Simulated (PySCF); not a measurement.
BeO from Hartree–Fock to correlated methods

State: ¹Σ⁺ (singlet), closed shell. Set-up: PySCF, spin-free X2C with a Gaussian nucleus, basis sets Be x2c-SVPall, O x2c-SVPall. De refers to Be + O in their high-spin ground configurations, without counterpoise correction. A positive dipole means Be(−)O(+).

```json
{"Level": "RHF", "Re (Å)": "1.311", "ωe (cm⁻¹)": "1687", "De (eV)": "1.29", "μ (D)": "-7.02"}
{"Level": "RHF-MP2", "Re (Å)": "1.375", "ωe (cm⁻¹)": "1348", "De (eV)": "4.43", "μ (D)": "n/a"}
{"Level": "RHF-SCS-MP2", "Re (Å)": "1.369", "ωe (cm⁻¹)": "1380", "De (eV)": "4.10", "μ (D)": "n/a"}
{"Level": "RHF-CCSD", "Re (Å)": "1.351", "ωe (cm⁻¹)": "1496", "De (eV)": "3.20", "μ (D)": "n/a"}
{"Level": "RHF-CCSD(T)", "Re (Å)": "1.370", "ωe (cm⁻¹)": "1374", "De (eV)": "3.45", "μ (D)": "n/a"}
{"Level": "PBE", "Re (Å)": "1.359", "ωe (cm⁻¹)": "1437", "De (eV)": "5.05", "μ (D)": "-5.37"}
{"Level": "BLYP", "Re (Å)": "1.358", "ωe (cm⁻¹)": "1438", "De (eV)": "5.02", "μ (D)": "-5.31"}
{"Level": "r²SCAN", "Re (Å)": "1.349", "ωe (cm⁻¹)": "1484", "De (eV)": "4.67", "μ (D)": "-5.81"}
{"Level": "B3LYP", "Re (Å)": "1.339", "ωe (cm⁻¹)": "1516", "De (eV)": "4.53", "μ (D)": "-5.83"}
{"Level": "PBE0", "Re (Å)": "1.338", "ωe (cm⁻¹)": "1527", "De (eV)": "4.30", "μ (D)": "-5.98"}
{"Level": "B97-3", "Re (Å)": "1.337", "ωe (cm⁻¹)": "1536", "De (eV)": "4.39", "μ (D)": "-6.04"}
```

Q: Which functional lies closest to RHF-CCSD(T) in De, which farthest, and by how much do they differ from it?

A: Closest is PBE0 (-3.2 pm in Re, +11.1 % in ωe, +0.85 eV in De against RHF-CCSD(T) in the same basis), farthest PBE (-1.1 pm in Re, +4.6 % in ωe, +1.60 eV in De). CCSD(T) converges more slowly with the basis than the functionals do and binds too weakly in this one, so the order can change at the basis-set limit.

Q: What does the triples do here, going from RHF-CCSD to RHF-CCSD(T)?

A: RHF-CCSD(T) less RHF-CCSD: +1.9 pm in Re, -8.2 % in ωe, +0.25 eV in De. Correlation nearly always deepens the well. The bond lengthens, as in strong covalent bonds, where excitations into antibonding orbitals dominate.

Q: What does all correlation do here, going from RHF to RHF-CCSD(T)?

A: RHF-CCSD(T) less RHF: +5.9 pm in Re, -18.6 % in ωe, +2.16 eV in De. Correlation nearly always deepens the well. The bond lengthens, as in strong covalent bonds, where excitations into antibonding orbitals dominate.

Measured (Huber and Herzberg, Constants of Diatomic Molecules (1979)): Re = 1.3309 Å, ωe = 1487.32 cm⁻¹.

Correlated steps freeze 1 core orbital. Correlated levels converge slowly with the basis: in double zeta they bind strong bonds too weakly, by up to about 1 eV, and carry superposition errors of some tenths. Where the molecule has an RHF reference, its open-shell atoms are computed with UHF. The CCSD T1 diagnostic is raised, a sign that a single reference may not be enough here.
